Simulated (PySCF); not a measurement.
## Correlation energy of B (boron, neutral)

[He] 2s2 3d1, 2D determinant (an excited configuration). Calculation: PySCF 2.14, in dyall-av3z (15s9p3d2f, 71 functions); scalar relativity by spin-free X2C-1e. Frozen: 1s2; 3 electrons correlated; the 13 highest virtual orbitals of each spin left out.

MP2 pair energies summed by pair of shells (mhartree):

```json
{"pair": "2s-2s", "energy": "-37.42", "share (%)": "84.6"}
{"pair": "2s-3d", "energy": "-6.80", "share (%)": "15.4"}
```

Total MP2 correlation energy: -44.22 mhartree.

Same-spin part -2.41 and opposite-spin part -41.81 mhartree; SCS-MP2 scales them by 1/3 and 6/5 to -50.97 mhartree.
